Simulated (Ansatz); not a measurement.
Molecule: Al₂, charge 0, multiplicity 3. SMILES: [Al][Al]
Geometry: optimised at B3LYP-D3(BJ)/def2-TZVP (Ansatz, a first-principles code).

Property: vertical electron affinity (to the quartet state of charge -1; a negative value means that the extra electron is unbound and the number depends on the basis; each state is the SCF solution reached for its spin), in eV. Valence correlation only, unless marked. UHF or UKS for open shells. Spin-orbit coupling is left out. No relativistic terms. Anions need diffuse functions: aug- sets have them; def2-D sets add few. CBS(X,Y): correlation extrapolated as X^-3; Hartree-Fock from the larger set.

| level | program | vertical electron affinity (eV) |
|---|---|---|
| wB97X-V/def2-TZVPD | Ansatz | 1.04 |

Task: Estimate the value at CCSD(T)/CBS(aug-cc-pV(T+d)Z,aug-cc-pV(Q+d)Z) as computed with Ansatz.

Result: 1.46 eV
